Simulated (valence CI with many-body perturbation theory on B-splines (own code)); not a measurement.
**Al VIII: electric-dipole lines**

Calculated by valence CI with perturbative core correlation (CI+MBPT): four valence electrons over a frozen Dirac-Fock core [He], a basis of 11 s, 11 p, 9 d, 7 f, 5 g, 2 h, 1 i functions for each j, with the one-electron correlation potential Σ1 (screened to all orders), the two-electron term Σ2, the three-electron term Σ3, Breit, model QED; selected single and double excitations, second order for the rest, scaled by the run's own slope (own B-spline code, finite nucleus).

No measured spectrum was set against this ion. As an estimate, levels hold to about 100 cm⁻¹ or 0.05 % of their energy and the worst to 300 or 400 cm⁻¹, as in measured light ions of charge 2 to 7. Among the levels kept, up to 270 cm⁻¹ of a level comes from second order outside the variational space, and about a tenth of that is noise between levels of different J, which matters for small intervals.

Lines 101 to 150 of 264 in falling wavelength, among levels below 199.65 eV, chosen from the strongest by gf and those to the six lowest levels. Wavelengths and rates use the calculated energies, so an error of 200 cm⁻¹ moves a line at 381.2 Å by 0.076 % and its rate by three times that or more. Electric multipoles are in the length gauge, E1 and E2 with the static RPA response of the core. Weak lines are less certain than strong ones. Lines between different terms over intervals too small for the method are left out, as are lines whose strength nearly cancels. The highest levels of a list are the least certain.

```csv
λ vac (Å),Upper,Lower,A (s⁻¹),S (a.u.) with core polarisation,S without
381.2,2s 2p3 3P°_1,2s2 2p2 1D_2,3.20e+06,2.62e-04,2.64e-04
381.1,2s 2p3 3P°_2,2s2 2p2 1D_2,4.98e+05,6.81e-05,6.83e-05
381.1,2s 2p3 3D°_1,2s2 2p2 3P_0,1.25e+09,1.02e-01,1.03e-01
377.3,2s 2p2 3s 3D_2,2s2 2p 3s 3P°_1,2.15e+09,2.85e-01,2.87e-01
377.3,2s 2p2 3s 3D_1,2s2 2p 3s 3P°_1,1.16e+09,9.24e-02,9.29e-02
375.5,2s 2p2 3s 3D_1,2s2 2p 3s 3P°_0,1.66e+09,1.30e-01,1.31e-01
366.2,2s 2p2 3s 1D_2,2s2 2p 3s 1P°_1,1.02e+09,1.23e-01,1.24e-01
340.2,2p4 1S_0,2s 2p3 1P°_1,2.09e+10,4.07e-01,4.09e-01
334.5,2p4 3P_2,2s 2p3 3P°_2,2.13e+09,1.97e-01,1.98e-01
334.4,2p4 3P_2,2s 2p3 3P°_1,8.30e+08,7.66e-02,7.71e-02
331.0,2p4 3P_1,2s 2p3 3P°_2,1.67e+09,8.95e-02,9.01e-02
329.6,2p4 3P_0,2s 2p3 3P°_1,3.51e+09,6.20e-02,6.24e-02
328.1,2s 2p3 3P°_1,2s2 2p2 3P_2,2.03e+09,1.06e-01,1.07e-01
328.1,2s 2p3 3P°_2,2s2 2p2 3P_2,4.06e+09,3.54e-01,3.56e-01
325.2,2s 2p3 3P°_1,2s2 2p2 3P_1,1.53e+09,7.80e-02,7.85e-02
325.2,2s 2p3 3P°_2,2s2 2p2 3P_1,1.12e+09,9.52e-02,9.57e-02
325.2,2s 2p3 3P°_0,2s2 2p2 3P_1,5.30e+09,8.99e-02,9.05e-02
324.7,2s 2p3 3S°_1,2s2 2p2 1S_0,3.22e+06,1.63e-04,1.64e-04
323.4,2s 2p3 3P°_1,2s2 2p2 3P_0,1.69e+09,8.49e-02,8.54e-02
289.1,2p4 3P_2,2s 2p3 3D°_2,2.23e+09,1.33e-01,1.34e-01
289.0,2p4 3P_2,2s 2p3 3D°_3,1.08e+10,6.43e-01,6.47e-01
287.0,2s 2p3 1P°_1,2s2 2p2 1S_0,5.12e+09,1.79e-01,1.80e-01
286.6,2p4 3P_1,2s 2p3 3D°_1,3.46e+09,1.21e-01,1.21e-01
286.5,2p4 3P_1,2s 2p3 3D°_2,9.39e+09,3.27e-01,3.29e-01
285.6,2p4 3P_0,2s 2p3 3D°_1,1.27e+10,1.46e-01,1.47e-01
285.4,2s 2p3 1D°_2,2s2 2p2 1D_2,1.56e+10,8.96e-01,9.01e-01
279.6,2s 2p3 3S°_1,2s2 2p2 1D_2,2.77e+06,8.98e-05,9.03e-05
254.5,2s 2p3 1D°_2,2s2 2p2 3P_2,3.07e+07,1.25e-03,1.26e-03
252.8,2s 2p3 1D°_2,2s2 2p2 3P_1,1.53e+06,6.09e-05,6.13e-05
251.2,2s 2p3 1P°_1,2s2 2p2 1D_2,2.04e+10,4.78e-01,4.81e-01
250.0,2s 2p3 3S°_1,2s2 2p2 3P_2,1.84e+10,4.25e-01,4.28e-01
248.3,2s 2p3 3S°_1,2s2 2p2 3P_1,1.09e+10,2.46e-01,2.48e-01
247.3,2s 2p3 3S°_1,2s2 2p2 3P_0,3.61e+09,8.09e-02,8.14e-02
227.0,2s 2p3 1P°_1,2s2 2p2 3P_2,2.03e+06,3.52e-05,3.54e-05
225.6,2s 2p3 1P°_1,2s2 2p2 3P_1,4.08e+07,6.95e-04,6.99e-04
224.8,2s 2p3 1P°_1,2s2 2p2 3P_0,2.77e+05,4.66e-06,4.69e-06
210.7,2p4 3P_2,2s 2p3 5S°_2,3.42e+06,7.88e-05,7.92e-05
209.3,2p4 3P_1,2s 2p3 5S°_2,1.51e+06,2.05e-05,2.06e-05
194.6,2p4 1D_2,2s 2p3 5S°_2,4.28e+03,7.78e-08,7.81e-08
85.95,2s 2p2 3s 1D_2,2s 2p3 1P°_1,1.14e+10,1.78e-02,1.77e-02
83.49,2s 2p2 3s 3P_2,2s 2p3 3P°_2,3.28e+10,4.71e-02,4.69e-02
83.49,2s 2p2 3s 3P_2,2s 2p3 3P°_1,1.10e+10,1.58e-02,1.58e-02
82.57,2s 2p2 3s 1D_2,2s 2p3 1D°_2,3.93e+10,5.46e-02,5.42e-02
81.71,2s2 2p 3s 3P°_1,2s2 2p2 1S_0,3.72e+08,3.01e-04,2.99e-04
80.72,2s2 2p 3s 1P°_1,2s2 2p2 1S_0,2.93e+10,2.29e-02,2.27e-02
80.59,2s 2p2 3s 3P_0,2s 2p3 3D°_1,5.83e+10,1.51e-02,1.50e-02
80.50,2s 2p2 3s 3P_1,2s 2p3 3D°_2,4.44e+10,3.43e-02,3.41e-02
80.34,2s 2p2 3s 3P_2,2s 2p3 3D°_3,4.68e+10,5.98e-02,5.94e-02
80.00,2s2 2p 3p 1P_1,2s 2p3 5S°_2,2.89e+04,2.19e-08,2.17e-08
79.58,2s2 2p 3p 3D_1,2s 2p3 5S°_2,5.29e+04,3.95e-08,3.94e-08
```
